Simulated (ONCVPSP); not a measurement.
# Which setting gave this result? (O (Z = 8), ONCV)

Base potential:

oxygen, optimised norm-conserving Vanderbilt (ONCV), made with ONCVPSP 4.0.1 (LDA (Perdew-Wang 92), scalar-relativistic). Core [He], reference 2s2 2p3.5 (charge +0.5). Waves: 2s: rc 0.75 bohr, ncon 4, nbas 7, qcut 9.4 1/bohr, 2 projectors, debl 2.2 Ha; 2p: rc 1.10 bohr, ncon 5, nbas 10, qcut 14.3 1/bohr, 2 projectors, debl 1.4 Ha; d scattering state at 0.29 Ha: rc 1.00 bohr, ncon 3, nbas 8, qcut 9.7 1/bohr, 1 projector. Local part: polynomial inside 0.55 bohr (lpopt 3, dvloc0 3 Ha). Core correction: polynomial model core, fcfact 0.25.

Cutoffs, loose and tight: the cutoffs (Ha) at which the residual kinetic energy of the hardest occupied pseudo-wave falls to 1 and 0.1 mHa per electron. They do not see the model core or the augmentation charge, which bear on the density cutoff. Test errors are all-electron minus pseudo excitation energies from the reference, over the configurations 2s2 2p4; 2s2 2p3; 2s2 2p2; 2s0 2p6; variants that change the core or the reference have their own tests.

Only the scale of all radii but the core radius (base = 1) is moved (1 further runs of the sweep failed or gave no value and are left out):

| scale of all radii but the core radius (base = 1) | cutoff, loose | cutoff, tight | bound ghosts | largest test error (meV) |
| --- | --- | --- | --- | --- |
| 0.88 | 67 Ha | 222 Ha | none | +28 |
| 0.98 | 61 Ha | 87 Ha | none | +34 |
| 1.06 | 57 Ha | 123 Ha | none | +41 |
| 1.21 | 49 Ha | 74 Ha | none | +64 |
| 1.31 | 44 Ha | 53 Ha | none | +84 |

Question: One more run gave cutoff, loose: 52 Ha; cutoff, tight: 86 Ha; bound ghosts: none; largest test error (meV): +55. Which value of the scale of all radii but the core radius (base = 1) was used?

Answer: 1.16. The loose cutoff moves one way along this sweep, from 67 Ha at 0.88 to 44 Ha at 1.31, which places the run between 1.06 and 1.21.
